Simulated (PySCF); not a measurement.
Mg(I)2, I2Mg, SMILES [I][Mg][I], CAM-B3LYP/def2-SVP optimised geometry.

```
3

Mg     0.00    -0.01     0.00
I      2.54    -0.01     0.00
I     -2.54     0.01     0.00
```

Density from CAM-B3LYP/def2-TZVP, def2 effective core potentials past Kr run with PySCF 2.14.0 at that geometry. The core electrons that the potentials of I replace are not part of the density.

Minimum of the electron density along straight lines between bonded atoms, close to the bond critical point (lines longer than 1.1 times the sum of covalent radii, or with two minima, are not listed):

```json
[
 {"bond": "Mg1–I2", "length / Å": "2.537", "ρ at the minimum / e bohr⁻³": "0.042", "∇²ρ there / e bohr⁻⁵": "0.14", "position (fraction from the first atom)": "0.36"},
 {"bond": "Mg1–I3", "length / Å": "2.537", "ρ at the minimum / e bohr⁻³": "0.042", "∇²ρ there / e bohr⁻⁵": "0.14", "position (fraction from the first atom)": "0.36"}
]
```
